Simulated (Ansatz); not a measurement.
`BOB[SiH3]` and `OB[SiH3]` differ in one atom or group.

Ansatz, PBE0-D4/def2-TZVP geometries, multiplicity 1. Each molecule was computed in one conformer, which needn't be the lowest.

```tsv
property	`BOB[SiH3]`
HOMO–LUMO gap (PBE/def2-TZVPP) / eV	3.70
HOMO–LUMO gap (B3LYP/def2-TZVPP) / eV	5.63
LUMO energy (PBE0/def2-TZVPP) / eV	-1.97
HOMO energy (B3LYP/def2-TZVPP) / eV	-7.81
HOMO–LUMO gap (ωB97M-V/def2-TZVPP) / eV	10.24
size of the dipole moment (B3LYP/def2-TZVPP) / D	0.71
```

(1) Give the same properties after the change, and the shifts. (An estimate is asked.)

## Answers

(1) Computed: 
```json
{"property": "HOMO–LUMO gap (PBE/def2-TZVPP) / eV", "`OB[SiH3]`": "4.58", "shift": "0.88"}
{"property": "HOMO–LUMO gap (B3LYP/def2-TZVPP) / eV", "`OB[SiH3]`": "6.43", "shift": "0.80"}
{"property": "LUMO energy (PBE0/def2-TZVPP) / eV", "`OB[SiH3]`": "-1.07", "shift": "0.90"}
{"property": "HOMO energy (B3LYP/def2-TZVPP) / eV", "`OB[SiH3]`": "-7.71", "shift": "0.10"}
{"property": "HOMO–LUMO gap (ωB97M-V/def2-TZVPP) / eV", "`OB[SiH3]`": "10.96", "shift": "0.72"}
{"property": "size of the dipole moment (B3LYP/def2-TZVPP) / D", "`OB[SiH3]`": "2.11", "shift": "1.40"}
```

With PBE0 the HOMO rises by 0.11 eV and the LUMO rises by 0.90 eV, so the gap widens by about 0.79 eV. PBE moves the HOMO by 0.10 eV and ωB97M-V by 0.13 eV. The zero-point energy changes by -28.1 kJ/mol with -6 modes. Dipoles are sizes alone; their direction can turn.

B3LYP here is the variant with VWN-RPA as its local correlation; programs differ in this.
